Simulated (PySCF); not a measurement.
H₄MgOSi, singlet, geometry from GFN2-xTB (such geometries of metal compounds can be far from the true shape); B3LYP/6-31G, TDDFT in PySCF.

Here is a job for PySCF.
```python
from pyscf import gto, scf, dft, tdscf

mol = gto.M(
    atom='''
Mg   -0.132844    0.602074   -0.343822
O    -0.451432    2.045976   -1.168379
H    -0.630220    2.856275   -1.631110
Si    0.324742   -1.471791    0.840484
H     0.351457   -2.635281   -0.060898
H    -0.687529   -1.762470    1.868941
H     1.625492   -1.446140    1.529180
''',
    basis='6-31g',
    charge=0,
    spin=0,
    verbose=4,
)

mf = dft.RKS(mol)
mf.xc = 'b3lyp'
mf.kernel()
td = mf.TDDFT()
td.nstates = 5
td.kernel()
td.analyze()
```

It wrote (shortened):

```
PySCF version 2.14.0

[INPUT] verbose = 4
[INPUT] num. atoms = 7
[INPUT] num. electrons = 38
[INPUT] charge = 0
[INPUT] spin (= nelec alpha-beta = 2S) = 0
[INPUT] symmetry False subgroup None
[INPUT] Mole.unit = angstrom
[INPUT] Symbol           X                Y                Z      unit          X                Y                Z       unit  Magmom
[INPUT]  1 Mg    -0.132844000000   0.602074000000  -0.343822000000 AA   -0.251038777292   1.137754966721  -0.649729415600 Bohr   0.0
[INPUT]  2 O     -0.451432000000   2.045976000000  -1.168379000000 AA   -0.853082843865   3.866334297433  -2.207916319693 Bohr   0.0
[INPUT]  3 H     -0.630220000000   2.856275000000  -1.631110000000 AA   -1.190943198223   5.397577486442  -3.082351179039 Bohr   0.0
[INPUT]  4 Si     0.324742000000  -1.471791000000   0.840484000000 AA    0.613673441144  -2.781281902600   1.588284572079 Bohr   0.0
[INPUT]  5 H      0.351457000000  -2.635281000000  -0.060898000000 AA    0.664157474561  -4.979959351270  -0.115080541534 Bohr   0.0
[INPUT]  6 H     -0.687529000000  -1.762470000000   1.868941000000 AA   -1.299241512696  -3.330585602762   3.531786632971 Bohr   0.0
[INPUT]  7 H      1.625492000000  -1.446140000000   1.529180000000 AA    3.071734697672  -2.732808537779   2.889731395162 Bohr   0.0

nuclear repulsion = 113.701848305333
number of shells = 27
number of NR pGTOs = 130
number of NR cGTOs = 43
basis = 6-31g
ecp = {}

******** <class 'pyscf.dft.rks.RKS'> ********
method = RKS
initial guess = minao
damping factor = 0
level_shift factor = 0
DIIS = <class 'pyscf.scf.diis.CDIIS'>
diis_start_cycle = 1
diis_space = 8
diis_damp = 0
SCF conv_tol = 1e-09
SCF conv_tol_grad = None
SCF max_cycles = 50
direct_scf = True
direct_scf_tol = 1e-13
XC library pyscf.dft.libxc version 7.1.2
    S. Lehtola, C. Steigemann, M. J. T. Oliveira, and M. A. L. Marques,  SoftwareX 7, 1–5 (2018)
XC functionals = b3lyp
    P. J. Stephens, F. J. Devlin, C. F. Chabalowski, and M. J. Frisch,  J. Phys. Chem. 98, 11623 (1994)
radial grids:
    Treutler-Ahlrichs [JCP 102, 346 (1995); DOI:10.1063/1.469408] (M4) radial grids

becke partition: Becke, JCP 88, 2547 (1988); DOI:10.1063/1.454033
pruning grids: <function nwchem_prune>
grids dens level: 3
symmetrized grids: False
atomic radii adjust function: <function treutler_atomic_radii_adjust>
small_rho_cutoff = 0
Set gradient conv threshold to 3.16228e-05
Initial guess from minao.
tot grids = 91080
init E= -567.157275936667
  HOMO = -0.278128500173964  LUMO = -0.0767902407214482  gap/eV = 5.47869
cycle= 1 E= -567.018986396433  delta_E= 0.138  |g|= 0.92  |ddm|= 2.22
  HOMO = -0.0705614081892431  LUMO = -0.0107473260186739  gap/eV = 1.62762
cycle= 2 E= -565.388469591987  delta_E= 1.63  |g|= 2.63  |ddm|= 2.15
  HOMO = -0.244506924082748  LUMO = -0.0345368520070766  gap/eV = 5.71358
cycle= 3 E= -567.184657243183  delta_E= -1.8  |g|= 0.0854  |ddm|= 1.82
  HOMO = -0.264890742565536  LUMO = -0.0295429596666787  gap/eV = 6.40414
cycle= 4 E= -567.188637290982  delta_E= -0.00398  |g|= 0.0353  |ddm|= 0.229
  HOMO = -0.259560729889225  LUMO = -0.0270550499299125  gap/eV = 6.32680
cycle= 5 E= -567.189133345644  delta_E= -0.000496  |g|= 0.0094  |ddm|= 0.0658
  HOMO = -0.260319323842725  LUMO = -0.0275856701863488  gap/eV = 6.33301
cycle= 6 E= -567.189160787647  delta_E= -2.74e-05  |g|= 0.00163  |ddm|= 0.0121
  HOMO = -0.260194673456383  LUMO = -0.0275880822258288  gap/eV = 6.32955
cycle= 7 E= -567.189161432689  delta_E= -6.45e-07  |g|= 0.000178  |ddm|= 0.00163
  HOMO = -0.260197650257394  LUMO = -0.0276007672342968  gap/eV = 6.32928
cycle= 8 E= -567.189161442723  delta_E= -1e-08  |g|= 2.19e-05  |ddm|= 0.000292
  HOMO = -0.260192863151635  LUMO = -0.0275955439760289  gap/eV = 6.32930
cycle= 9 E= -567.189161442976  delta_E= -2.53e-10  |g|= 2.77e-06  |ddm|= 5.77e-05
  HOMO = -0.260192799596777  LUMO = -0.027595439960973  gap/eV = 6.32930
Extra cycle  E= -567.189161442972  delta_E= 3.41e-12  |g|= 4.18e-06  |ddm|= 5.44e-06
converged SCF energy = -567.189161442972

******** <class 'pyscf.tdscf.rks.TDDFT'> for <class 'pyscf.dft.rks.RKS'> ********
nstates = 5 singlet
deg_eia_thresh = 1.000e-03
wfnsym = None
conv_tol = 1e-05
eigh lindep = 1e-12
eigh level_shift = 0
eigh max_cycle = 100

Excitation energies (eV)
[5.63276249 5.63281577 5.88879828 6.04606641 6.08979249]

** Singlet excitation energies and oscillator strengths **
Excited State   1:      5.63276 eV    220.11 nm  f=0.0210
      18 -> 20        0.68791
      19 -> 21       -0.12161
Excited State   2:      5.63282 eV    220.11 nm  f=0.0210
      17 -> 20        0.68791
      19 -> 22       -0.12162
Excited State   3:      5.88880 eV    210.54 nm  f=0.3386
      19 -> 20       -0.69340
Excited State   4:      6.04607 eV    205.07 nm  f=0.0000
      17 -> 21       -0.39065
      17 -> 22       -0.30867
      18 -> 21       -0.30906
      18 -> 22        0.39111
Excited State   5:      6.08979 eV    203.59 nm  f=0.0006
      17 -> 21        0.44883
      17 -> 22       -0.21433
      18 -> 21        0.21449
      18 -> 22        0.44865

** Transition electric dipole moments (AU) **
state          X           Y           Z        Dip. S.      Osc.
  1         0.3457      0.1410      0.1133      0.1522      0.0210
  2        -0.1653      0.1471      0.3213      0.1522      0.0210
  3         0.2883     -1.3065      0.7461      2.3467      0.3386
  4        -0.0000     -0.0000      0.0000      0.0000      0.0000
  5        -0.0626     -0.0117      0.0037      0.0041      0.0006

** Transition velocity dipole moments (imaginary part, AU) **
state          X           Y           Z        Dip. S.      Osc.
  1         0.0892      0.0364      0.0293      0.0101      0.0327
  2        -0.0427      0.0380      0.0829      0.0101      0.0327
  3         0.0665     -0.3015      0.1722      0.1249      0.3849
  4        -0.0000     -0.0000      0.0000      0.0000      0.0000
  5        -0.0127     -0.0024      0.0008      0.0002      0.0005

** Transition magnetic dipole moments (imaginary part, AU) **
state          X           Y           Z
  1        -0.3240      0.2882      0.6298
  2        -0.6775     -0.2763     -0.2221
  3        -0.0000     -0.0000     -0.0000
  4         0.0008     -0.0035      0.0020
  5         0.0015     -0.0195     -0.0347
```
